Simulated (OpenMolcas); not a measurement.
# O: thermal populations, the spin-orbit constant, Slater's ratio, worked from levels

- Program: OpenMolcas
- Basis: ANO-RCC-VQZP [5s4p3d2f1g]
- Scalar Hamiltonian: DKH2, point nucleus
- Active space: 6 electrons in 8 orbitals (2s 2p 3s 3p)
- State averaging: 2S+1 = 3 even, 3 roots; 2S+1 = 1 even, 6 roots
- Spin-orbit coupling: state interaction with AMFI integrals over the reference wave functions, term energies averaged over their components

Methods: CASSCF; SS-CASPT2, IPEA 0.25 Eh, imaginary shift 0.1 Eh (closed shells correlated: 1s). Measured levels: NIST Handbook of Basic Atomic Spectroscopic Data.

**Thermal populations.** Z = Σ (2J + 1) exp(-E/kT) with k = 0.695035 cm-1/K, over the levels below. No other level of either list lies under 73700 cm-1, which is above 7 kT at each temperature.

```json
{"Level": "2s² 2p⁴ ³P₂", "2J + 1": "5", "SS-CASPT2": "0.0", "measured": "0.0"}
{"Level": "2s² 2p⁴ ³P₁", "2J + 1": "3", "SS-CASPT2": "142", "measured": "158"}
{"Level": "2s² 2p⁴ ³P₀", "2J + 1": "1", "SS-CASPT2": "212", "measured": "227"}
{"Level": "2s² 2p⁴ ¹D₂", "2J + 1": "5", "SS-CASPT2": "16090", "measured": "15868"}
{"Level": "2s² 2p⁴ ¹S₀", "2J + 1": "1", "SS-CASPT2": "33570", "measured": "33793"}
```

| T (K) | Z, SS-CASPT2 | Z, measured levels | Ground level (%), SS-CASPT2 | Ground level (%), measured levels |
| --- | --- | --- | --- | --- |
| 5000 | 8.870 | 8.855 | 56.4 | 56.5 |
| 8000 | 9.166 | 9.166 | 54.5 | 54.5 |
| 12000 | 9.668 | 9.680 | 51.7 | 51.7 |

At 12000 K, kT = 8340 cm-1, and the computed levels give Z = 5.000 + 2.949 + 0.975 + 0.726 + 0.018 = 9.668.

**The spin-orbit constant.** For the Hund term ³P of p4, E(J) = (A/2) J(J+1) + constant and ζ = -2S·A = -2A. From J = 0 to J = 2 the energy changes by 3 A.

| Source | E(2) - E(0) | A | ζ |
| --- | --- | --- | --- |
| CASSCF | -211.5 | -70.5 | 141 |
| SS-CASPT2 | -211.7 | -70.6 | 141 |
| measured | -227.0 | -75.7 | 151 |

All in cm-1. SS-CASPT2 is off by -6.7 % and CASSCF by -6.8 %. Both methods take the spin-orbit matrix elements from the reference wave functions, so the second can move ζ only through the term energies and any multistate remixing. Second-order mixing with other terms is absorbed into this ζ.

**Slater's ratio.** With one set of orbitals, p4 has ¹D - ³P = 6 F2 and ¹S - ¹D = 9 F2 (F2 = F²/25), a ratio of 3/2. Term energies are centres of gravity, weighted by 2J + 1.

| Source | ¹D - ³P | ¹S - ³P | F2 from the first | Ratio |
| --- | --- | --- | --- | --- |
| CASSCF | 17467 | 30268 | 2911 | 0.733 |
| SS-CASPT2 | 16023 | 33495 | 2670 | 1.090 |
| measured | 15790 | 33715 | 2632 | 1.135 |

Energies in cm-1. A ratio away from 3/2 shows effects beyond one configuration with one set of orbitals, and in heavier atoms second-order spin-orbit shifts. In CASSCF the valence s occupation is 1.93 in ¹S against 2.00 in ¹D: mixing out of s² acts most on ¹S and pulls it down.

CASPT2 breaks the degeneracy within a term, and the mean is taken; among the terms shown or strongly mixed into the levels shown the widest spread is 19 cm-1 (2s² 2p⁴ ¹D, SS-CASPT2). Active for correlation alone: 3p 3s; no level in the range computed is led by a configuration that fills them, so any true level of that kind is missing. Without dynamic correlation excited terms often stand tens of per cent too high (terms of higher spin than the ground term too low), and those without a measured partner can miss by more than the paired ones (holds for CASSCF). Measured partners are found by configuration, term and J. A level has none where our copy of the source lacks it or the pairing is in doubt (some pairs that miss far off the trend of their configuration count as doubtful), and it then counts in no deviation. Levels of configurations outside the active space are missing.
